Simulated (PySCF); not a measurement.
Species: `CC(C)/C(=C/Cl)C(=O)Cl`. The columns A, B, C and D hold Mulliken, IAO, Hirshfeld and ESP-fitted charges (e) of one PBE0/pcSseg-1 density (PySCF), in a shuffled order. Coordinates in Å (GFN2-xTB); the density's dipole moment is (-3.34, 1.17, -0.59) D.

| atom | x | y | z | A | B | C | D |
| --- | --- | --- | --- | --- | --- | --- | --- |
| C1 | -1.745 | 0.257 | 0.563 | -0.218 | -0.114 | -0.421 | -0.668 |
| C2 | -0.493 | -0.497 | 0.133 | -0.304 | -0.014 | -0.091 | +0.404 |
| C3 | -0.575 | -0.880 | -1.348 | -0.195 | -0.117 | -0.416 | -0.552 |
| C4 | 0.799 | 0.264 | 0.366 | -0.228 | -0.016 | -0.065 | -0.015 |
| C5 | 0.848 | 1.583 | 0.550 | -0.014 | -0.018 | -0.154 | -0.301 |
| Cl6 | 2.255 | 2.487 | 0.899 | -0.041 | -0.009 | +0.015 | +0.002 |
| C7 | 1.972 | -0.626 | 0.382 | +0.344 | +0.176 | +0.356 | +0.417 |
| O8 | 2.057 | -1.681 | 0.922 | -0.292 | -0.190 | -0.344 | -0.370 |
| Cl9 | 3.322 | -0.041 | -0.602 | -0.093 | -0.059 | -0.078 | -0.126 |
| H10 | -1.928 | 1.113 | -0.081 | +0.114 | +0.041 | +0.135 | +0.181 |
| H11 | -1.662 | 0.595 | 1.592 | +0.129 | +0.043 | +0.146 | +0.159 |
| H12 | -2.603 | -0.407 | 0.489 | +0.129 | +0.050 | +0.151 | +0.180 |
| H13 | -0.415 | -1.417 | 0.723 | +0.151 | +0.042 | +0.158 | +0.031 |
| H14 | -0.599 | 0.014 | -1.968 | +0.112 | +0.039 | +0.142 | +0.140 |
| H15 | -1.477 | -1.457 | -1.534 | +0.122 | +0.047 | +0.145 | +0.157 |
| H16 | 0.284 | -1.480 | -1.641 | +0.132 | +0.039 | +0.146 | +0.136 |
| H17 | -0.046 | 2.186 | 0.545 | +0.152 | +0.060 | +0.177 | +0.224 |

Q: Which column most likely holds the ESP-fitted charges?

A: D. Σ q r misses the density's dipole by 0.10 D (D), 0.65 D (C), 1.34 D (A), 1.47 D (B). Charges fitted to the outside potential are the only set here that is tied to the molecule's multipoles.

Q: And the Hirshfeld charges?

A: B. The mean sizes are 0.063 e (B), 0.163 e (A), 0.185 e (C), 0.239 e (D), and Hirshfeld charges are commonly the smallest of these schemes.

As computed, A = Mulliken, B = Hirshfeld, C = IAO, D = ESP-fitted. Hydrogens on carbon: Mulliken +0.11 to +0.15, Hirshfeld +0.04 to +0.06, IAO +0.13 to +0.18, ESP-fitted +0.03 to +0.22 e.

The Hirshfeld scheme divides the density at each point in proportion to the densities of the neutral, spherically averaged free atoms. The ESP scheme is a least-squares fit of atom-centred charges to the potential on four shells outside the van der Waals surface, with the total charge fixed.

One conformer (not necessarily the lowest) at the GFN2-xTB geometry, without solvent, vibrations or thermal averaging.

Conformer computed: `[CH3:1][CH:2]([CH3:3])/[C:4](=[CH:5]/[Cl:6])[C:7](=[O:8])[Cl:9]`: C1–C2–C4–C5 -19°, C2–C4–C7–O8 -43°.
